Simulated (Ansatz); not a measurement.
Relaxation of B₉As₉⁻ (charge -1, doublet) with UKS PBE-D4/def2-SVP in Ansatz.

Positions (Å) and forces (eV/Å) at steps 17, 18, 19, 20, 21, 22, 23, 24, 25, 26, 27, 28, 29, 30, 31, 32 of 32:

```xyz
18
step=17 energy=-553503.8374 eV
As   -1.879    1.580   -1.047    0.090    0.035    0.036
As   -0.341   -4.506    1.126   -0.063    0.508   -0.145
As    0.997   -2.549   -2.106   -0.023    0.249   -0.211
As   -2.458   -1.524   -0.185    0.282    0.041    0.065
As   -0.886    4.378    2.216    0.013   -0.096   -0.118
As   -0.321    0.590    1.971   -0.004    0.096   -0.017
As    2.684    2.333   -1.329   -0.024   -0.091    0.065
As   -0.603    3.598   -0.185   -0.005   -0.075    0.001
As    2.430   -2.179   -0.108   -0.731    0.061   -0.140
B    -1.022   -2.720    0.588   -0.274   -0.629    0.361
B    -1.652    0.319    0.476   -0.124   -0.079   -0.130
B     0.026    0.669   -0.240    0.144   -0.282    0.055
B    -0.417   -1.686   -0.652    0.157    0.355   -0.041
B     0.475   -3.127   -0.108    0.426   -0.119    0.301
B     1.021   -0.775   -0.828    0.147   -0.077   -0.023
B     0.929    2.249   -0.458    0.073    0.094   -0.048
B     1.571    0.777   -1.023   -0.044    0.126   -0.061
B    -0.553    2.575    1.888   -0.041   -0.117    0.051
18
step=18 energy=-553503.9084 eV
As   -1.850    1.576   -1.085    0.169   -0.094    0.184
As   -0.307   -4.495    1.143   -0.044   -0.061    0.074
As    0.926   -2.493   -2.128   -0.062    0.133   -0.092
As   -2.439   -1.532   -0.156   -0.140   -0.073   -0.029
As   -0.901    4.345    2.201   -0.042    0.052   -0.056
As   -0.324    0.587    1.972   -0.045   -0.241   -0.144
As    2.720    2.335   -1.316   -0.018    0.054    0.028
As   -0.582    3.576   -0.189   -0.182    0.105    0.026
As    2.354   -2.170   -0.126    0.143   -0.024   -0.054
B    -1.032   -2.760    0.617   -0.151    0.106    0.016
B    -1.645    0.307    0.446    0.053    0.101    0.004
B     0.059    0.651   -0.237   -0.077    0.054    0.094
B    -0.419   -1.654   -0.609    0.059   -0.033   -0.036
B     0.481   -3.122   -0.093    0.115    0.152    0.088
B     1.018   -0.749   -0.829    0.199   -0.132   -0.184
B     0.951    2.262   -0.457    0.216   -0.155   -0.060
B     1.586    0.799   -1.049   -0.224   -0.125    0.159
B    -0.597    2.537    1.895    0.031    0.181   -0.017
18
step=19 energy=-553503.9439 eV
As   -1.790    1.547   -1.080   -0.019   -0.068    0.003
As   -0.263   -4.405    1.217   -0.071    0.006    0.029
As    0.816   -2.448   -2.190   -0.038    0.030    0.014
As   -2.470   -1.524   -0.151   -0.001    0.036   -0.040
As   -1.087    4.314    2.135    0.200   -0.203    0.004
As   -0.304    0.569    1.974   -0.035   -0.063   -0.017
As    2.766    2.295   -1.235    0.009    0.037    0.027
As   -0.561    3.570   -0.208   -0.068   -0.006   -0.059
As    2.406   -2.211   -0.281   -0.136   -0.146   -0.003
B    -1.047   -2.730    0.617    0.033   -0.110    0.223
B    -1.673    0.312    0.486    0.301    0.107   -0.079
B     0.068    0.609   -0.217   -0.095   -0.097    0.091
B    -0.440   -1.620   -0.607    0.022    0.017   -0.141
B     0.498   -3.049   -0.075    0.121    0.084    0.025
B     1.028   -0.776   -0.847    0.155    0.138   -0.232
B     0.984    2.236   -0.416    0.031   -0.015    0.072
B     1.604    0.769   -1.010   -0.157    0.008    0.071
B    -0.534    2.542    1.885   -0.253    0.243    0.015
18
step=20 energy=-553503.9800 eV
As   -1.764    1.516   -1.103   -0.071    0.019    0.012
As   -0.250   -4.358    1.268   -0.043    0.044    0.016
As    0.769   -2.449   -2.219   -0.059    0.058    0.097
As   -2.469   -1.523   -0.156    0.037    0.015    0.004
As   -1.049    4.318    2.135    0.057   -0.216   -0.035
As   -0.317    0.551    1.985   -0.058    0.109   -0.031
As    2.770    2.309   -1.177    0.010    0.005    0.045
As   -0.581    3.559   -0.222    0.105   -0.078    0.026
As    2.408   -2.234   -0.348   -0.134   -0.116    0.019
B    -1.037   -2.696    0.650    0.054   -0.143    0.054
B    -1.652    0.304    0.475    0.107   -0.029   -0.074
B     0.079    0.586   -0.206   -0.125   -0.117    0.020
B    -0.442   -1.608   -0.619   -0.011   -0.031   -0.060
B     0.500   -3.027   -0.066    0.099    0.125    0.003
B     1.037   -0.775   -0.888    0.170    0.098   -0.155
B     0.983    2.228   -0.374   -0.038    0.062   -0.010
B     1.607    0.776   -0.999   -0.059   -0.002   -0.001
B    -0.590    2.523    1.864   -0.042    0.196    0.070
18
step=21 energy=-553504.0030 eV
As   -1.756    1.505   -1.122   -0.052    0.061   -0.026
As   -0.216   -4.302    1.334   -0.005    0.031   -0.001
As    0.701   -2.451   -2.248   -0.026    0.055    0.120
As   -2.469   -1.537   -0.163    0.018    0.016    0.041
As   -1.054    4.326    2.132    0.009   -0.104   -0.024
As   -0.342    0.561    1.979    0.025   -0.016    0.051
As    2.792    2.309   -1.084   -0.041   -0.041    0.042
As   -0.581    3.544   -0.220    0.087   -0.055    0.012
As    2.407   -2.268   -0.429   -0.064   -0.051    0.016
B    -1.025   -2.677    0.679    0.058   -0.046   -0.069
B    -1.639    0.286    0.446   -0.029    0.004   -0.006
B     0.080    0.548   -0.215   -0.122   -0.050   -0.023
B    -0.448   -1.596   -0.631    0.016   -0.044    0.025
B     0.512   -2.994   -0.049    0.022    0.113   -0.009
B     1.049   -0.778   -0.943    0.115    0.029   -0.089
B     0.981    2.212   -0.338   -0.023    0.062    0.009
B     1.608    0.778   -1.000    0.013   -0.015   -0.020
B    -0.600    2.535    1.873    0.003    0.051   -0.048
18
step=22 energy=-553504.0177 eV
As   -1.765    1.509   -1.140   -0.006    0.005   -0.017
As   -0.168   -4.227    1.406    0.015    0.062   -0.044
As    0.624   -2.444   -2.268    0.066    0.011    0.090
As   -2.475   -1.539   -0.152   -0.014   -0.029    0.009
As   -1.069    4.291    2.115   -0.045    0.058    0.005
As   -0.346    0.537    1.964    0.019    0.035    0.015
As    2.822    2.296   -0.963   -0.128   -0.125    0.041
As   -0.568    3.529   -0.236    0.011   -0.008    0.033
As    2.414   -2.296   -0.515   -0.152    0.001   -0.006
B    -1.011   -2.648    0.703    0.041    0.017   -0.061
B    -1.644    0.286    0.426   -0.056    0.005    0.040
B     0.065    0.510   -0.236   -0.019   -0.044   -0.059
B    -0.458   -1.570   -0.635    0.071   -0.017    0.051
B     0.529   -2.935   -0.025    0.010    0.024   -0.019
B     1.062   -0.778   -0.998   -0.001   -0.045   -0.054
B     0.981    2.191   -0.293    0.013    0.038    0.026
B     1.608    0.778   -0.999    0.078    0.066   -0.005
B    -0.601    2.510    1.846    0.097   -0.053   -0.045
18
step=23 energy=-553504.0299 eV
As   -1.781    1.505   -1.152    0.021   -0.009    0.032
As   -0.135   -4.178    1.444    0.019    0.031   -0.034
As    0.593   -2.450   -2.281    0.075   -0.013    0.034
As   -2.476   -1.540   -0.148   -0.020   -0.037    0.018
As   -1.080    4.278    2.100   -0.040    0.083    0.017
As   -0.334    0.534    1.948   -0.004   -0.031    0.012
As    2.831    2.277   -0.860   -0.127   -0.134    0.024
As   -0.571    3.518   -0.247   -0.022    0.034   -0.010
As    2.410   -2.305   -0.555   -0.072    0.020   -0.018
B    -0.998   -2.627    0.711    0.002    0.031   -0.040
B    -1.653    0.289    0.422   -0.032    0.027    0.034
B     0.047    0.484   -0.259    0.022   -0.040   -0.074
B    -0.461   -1.559   -0.643    0.006    0.014    0.069
B     0.536   -2.905   -0.021    0.003   -0.034   -0.004
B     1.063   -0.779   -1.040   -0.044   -0.002   -0.023
B     0.968    2.173   -0.254    0.017    0.003    0.068
B     1.600    0.775   -0.996    0.110    0.112   -0.007
B    -0.559    2.511    1.831    0.085   -0.058   -0.098
18
step=24 energy=-553504.0635 eV
As   -1.809    1.504   -1.153    0.001   -0.049   -0.039
As   -0.076   -4.118    1.487    0.016    0.003   -0.044
As    0.552   -2.456   -2.299    0.046   -0.045   -0.033
As   -2.485   -1.553   -0.122   -0.006    0.001    0.005
As   -1.085    4.260    2.055   -0.005   -0.004    0.023
As   -0.311    0.527    1.917   -0.029   -0.053   -0.003
As    2.840    2.239   -0.669   -0.152   -0.185   -0.007
As   -0.571    3.519   -0.288   -0.057   -0.012   -0.030
As    2.400   -2.301   -0.613    0.037    0.033   -0.034
B    -0.977   -2.607    0.723   -0.019    0.056    0.015
B    -1.674    0.292    0.425    0.063    0.058    0.025
B     0.012    0.442   -0.299    0.057    0.010   -0.019
B    -0.471   -1.544   -0.648   -0.015    0.048    0.033
B     0.547   -2.870   -0.022   -0.013   -0.076    0.029
B     1.055   -0.772   -1.110   -0.096    0.083    0.029
B     0.944    2.145   -0.167   -0.085   -0.062    0.194
B     1.584    0.780   -0.985    0.124    0.133    0.010
B    -0.474    2.514    1.769    0.130    0.061   -0.154
18
step=25 energy=-553504.1583 eV
As   -1.835    1.477   -1.184    0.054   -0.005    0.060
As   -0.024   -4.073    1.510    0.018    0.035   -0.089
As    0.510   -2.450   -2.321    0.036   -0.016   -0.023
As   -2.491   -1.554   -0.087   -0.009   -0.034    0.039
As   -1.074    4.239    2.000   -0.040   -0.001    0.019
As   -0.289    0.525    1.892   -0.086   -0.054   -0.056
As    2.830    2.197   -0.475   -0.216   -0.261   -0.077
As   -0.585    3.495   -0.344   -0.052    0.069   -0.043
As    2.397   -2.288   -0.679   -0.027    0.035   -0.030
B    -0.956   -2.583    0.741   -0.010    0.043    0.022
B    -1.684    0.303    0.425    0.020    0.010    0.006
B    -0.020    0.409   -0.326    0.133    0.062   -0.044
B    -0.484   -1.523   -0.650    0.023   -0.047    0.030
B     0.561   -2.834   -0.025    0.004   -0.083    0.048
B     1.040   -0.756   -1.164   -0.106    0.056    0.028
B     0.906    2.106   -0.054   -0.315   -0.127    0.505
B     1.562    0.787   -0.959    0.247    0.232    0.025
B    -0.364    2.522    1.700    0.326    0.086   -0.422
18
step=26 energy=-553504.3820 eV
As   -1.851    1.482   -1.182   -0.019   -0.066   -0.155
As    0.033   -4.054    1.518    0.007    0.030   -0.127
As    0.475   -2.439   -2.343    0.016    0.022   -0.047
As   -2.494   -1.578   -0.045   -0.040    0.036    0.041
As   -1.042    4.221    1.933   -0.099    0.021    0.024
As   -0.289    0.532    1.860   -0.149   -0.105   -0.045
As    2.788    2.159   -0.287   -0.114   -0.266   -0.195
As   -0.571    3.510   -0.415   -0.165    0.012    0.067
As    2.391   -2.271   -0.738   -0.046    0.075   -0.028
B    -0.930   -2.580    0.761   -0.007    0.079    0.055
B    -1.703    0.300    0.420    0.003    0.014    0.060
B    -0.053    0.381   -0.349    0.106    0.004    0.011
B    -0.494   -1.520   -0.647    0.077   -0.088   -0.052
B     0.577   -2.814   -0.029    0.055   -0.063    0.099
B     1.023   -0.737   -1.211   -0.161    0.124    0.088
B     0.842    2.062    0.097   -0.234   -0.311    0.489
B     1.533    0.805   -0.922    0.321    0.243    0.092
B    -0.237    2.541    1.580    0.450    0.240   -0.377
18
step=27 energy=-553504.4206 eV
As   -1.864    1.444   -1.238    0.180   -0.007    0.200
As    0.053   -4.054    1.492    0.005   -0.027   -0.056
As    0.465   -2.415   -2.362   -0.044    0.083   -0.041
As   -2.498   -1.575   -0.012    0.032   -0.056    0.091
As   -1.040    4.197    1.897   -0.019   -0.204   -0.059
As   -0.317    0.548    1.842   -0.241   -0.066    0.030
As    2.760    2.121   -0.228    0.120    0.031   -0.076
As   -0.599    3.475   -0.443   -0.002    0.084    0.084
As    2.384   -2.232   -0.767    0.023    0.089    0.000
B    -0.912   -2.557    0.783   -0.019    0.030    0.021
B    -1.725    0.316    0.411   -0.106   -0.037   -0.096
B    -0.068    0.369   -0.350   -0.169   -0.023    0.033
B    -0.495   -1.524   -0.648    0.037   -0.081   -0.061
B     0.594   -2.797   -0.023    0.021   -0.024    0.072
B     0.999   -0.708   -1.220   -0.192   -0.182    0.012
B     0.804    1.993    0.253    0.889   -0.843   -1.297
B     1.523    0.813   -0.884    0.225    0.319    0.132
B    -0.064    2.585    1.499   -0.739    0.915    1.012
18
step=28 energy=-553504.2858 eV rejected
As   -1.797    1.466   -1.200   -0.171    0.290   -0.648
As    0.098   -4.102    1.443   -0.038    0.173    0.126
As    0.409   -2.348   -2.431    0.033    0.004    0.047
As   -2.483   -1.614    0.038    0.046    0.308    0.175
As   -1.234    4.172    1.855    0.365   -0.094   -0.117
As   -0.443    0.594    1.835    0.431    0.248    0.624
As    2.861    2.017   -0.220   -0.336   -0.036    0.076
As   -0.480    3.477   -0.412   -0.561    0.556   -1.085
As    2.368   -2.153   -0.856    0.001   -0.231    0.032
B    -0.859   -2.543    0.835    0.046   -0.352    0.035
B    -1.800    0.352    0.419   -0.131   -0.332   -0.124
B    -0.094    0.391   -0.326    0.176   -0.010   -0.078
B    -0.516   -1.616   -0.662    0.118    0.135   -0.109
B     0.668   -2.746    0.061   -0.069   -0.071   -0.130
B     0.891   -0.711   -1.236    0.101    0.287   -0.064
B     0.862    1.889    0.240    0.029    0.641    0.734
B     1.583    0.741   -0.849   -0.198   -0.242   -0.126
B    -0.034    2.732    1.467    0.157   -1.274    0.633
18
step=29 energy=-553504.5173 eV
As   -1.804    1.451   -1.282    0.012   -0.037    0.247
As    0.093   -4.079    1.482   -0.008   -0.011   -0.041
As    0.429   -2.369   -2.399   -0.015   -0.001   -0.007
As   -2.485   -1.578    0.062   -0.033   -0.026   -0.082
As   -1.102    4.193    1.871   -0.152    0.197   -0.009
As   -0.404    0.566    1.877   -0.047    0.102   -0.176
As    2.806    2.092   -0.234   -0.002    0.009    0.011
As   -0.555    3.482   -0.454    0.099   -0.061    0.169
As    2.370   -2.212   -0.817   -0.007   -0.023   -0.030
B    -0.881   -2.573    0.807    0.008    0.097    0.047
B    -1.757    0.348    0.390    0.030   -0.055   -0.028
B    -0.072    0.387   -0.326    0.100   -0.005   -0.038
B    -0.505   -1.558   -0.648    0.018   -0.016    0.043
B     0.615   -2.804   -0.015    0.017    0.015    0.014
B     0.951   -0.706   -1.223    0.006   -0.004    0.041
B     0.847    1.957    0.234   -0.124    0.164    0.104
B     1.553    0.789   -0.867   -0.069   -0.096   -0.001
B    -0.100    2.614    1.543    0.165   -0.249   -0.264
18
step=30 energy=-553504.5211 eV
As   -1.810    1.475   -1.225   -0.055   -0.045   -0.200
As    0.086   -4.081    1.479    0.006   -0.007    0.016
As    0.425   -2.372   -2.404   -0.011    0.013    0.022
As   -2.488   -1.607    0.028    0.052    0.060    0.044
As   -1.110    4.216    1.866    0.042   -0.054   -0.022
As   -0.413    0.584    1.866    0.094   -0.067    0.080
As    2.801    2.090   -0.235    0.017    0.021    0.026
As   -0.539    3.509   -0.446   -0.052   -0.119    0.057
As    2.372   -2.227   -0.830    0.003    0.001   -0.011
B    -0.876   -2.559    0.818   -0.021   -0.043   -0.059
B    -1.756    0.308    0.391    0.012    0.152   -0.014
B    -0.068    0.378   -0.327   -0.029    0.046    0.031
B    -0.498   -1.566   -0.648   -0.031    0.016    0.005
B     0.621   -2.803   -0.007    0.000    0.008    0.014
B     0.955   -0.714   -1.220    0.048    0.006   -0.006
B     0.840    1.961    0.233   -0.023    0.019    0.031
B     1.554    0.781   -0.862   -0.050   -0.031   -0.003
B    -0.099    2.626    1.524   -0.002    0.024   -0.010
18
step=31 energy=-553504.4776 eV rejected
As   -1.842    1.422   -1.272    0.256    0.242   -0.055
As    0.092   -4.071    1.463    0.000    0.036   -0.023
As    0.375   -2.332   -2.377   -0.009   -0.060   -0.018
As   -2.510   -1.612    0.053    0.116    0.028    0.058
As   -1.135    4.184    1.844    0.120   -0.149   -0.077
As   -0.406    0.549    1.831    0.130    0.132    0.454
As    2.831    2.085   -0.211    0.093   -0.052   -0.064
As   -0.537    3.437   -0.455   -0.169    0.157   -0.058
As    2.369   -2.224   -0.861   -0.101    0.016    0.058
B    -0.877   -2.543    0.823   -0.031   -0.099    0.133
B    -1.744    0.295    0.356   -0.092    0.100    0.040
B    -0.046    0.403   -0.325   -0.290   -0.112   -0.034
B    -0.512   -1.502   -0.590    0.133   -0.121   -0.313
B     0.617   -2.760   -0.006    0.028   -0.095   -0.043
B     0.959   -0.695   -1.203    0.087   -0.200   -0.143
B     0.880    1.973    0.246   -0.305   -0.041    0.102
B     1.573    0.784   -0.847    0.188    0.173   -0.032
B    -0.086    2.605    1.532   -0.154    0.047    0.016
18
step=32 energy=-553504.5308 eV
As   -1.809    1.458   -1.256    0.003   -0.017    0.011
As    0.086   -4.081    1.474   -0.002    0.001   -0.005
As    0.418   -2.370   -2.398   -0.014    0.007    0.005
As   -2.485   -1.588    0.046    0.007    0.008    0.007
As   -1.118    4.203    1.864    0.000   -0.012   -0.013
As   -0.400    0.575    1.868    0.003    0.013   -0.009
As    2.805    2.090   -0.228    0.000    0.005    0.004
As   -0.551    3.485   -0.446    0.004    0.007    0.003
As    2.371   -2.227   -0.832    0.003   -0.006   -0.009
B    -0.877   -2.559    0.815   -0.009   -0.006    0.003
B    -1.750    0.330    0.388   -0.013    0.005    0.004
B    -0.065    0.382   -0.326   -0.010    0.004   -0.006
B    -0.500   -1.553   -0.640   -0.002   -0.020   -0.014
B     0.618   -2.799   -0.011    0.000   -0.006    0.006
B     0.959   -0.712   -1.219    0.022    0.015    0.017
B     0.843    1.963    0.236    0.009   -0.001    0.004
B     1.555    0.783   -0.861   -0.004    0.020    0.006
B    -0.099    2.620    1.528    0.001   -0.018   -0.012
```

Single mean-field runs in def2-SVP are fitted with def2-universal-jkfit.
